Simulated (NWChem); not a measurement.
BeH$_{2}$O; SMILES [BeH][OH]

Program: NWChem. The geometry was optimised at PBE0/def2-SVP. Ions are spin-unrestricted doublets at the neutral geometry; other ion states weren't tried.

### Question
What does the run give for CAM-B3LYP/def2-SVP? Quantities: vertical ionisation energy, ΔSCF (eV); −ε(HOMO) (eV).

### Answer
```json
{
  "vertical ionisation energy, ΔSCF (eV)": "12.76",
  "−ε(HOMO) (eV)": "10.38"
}
```
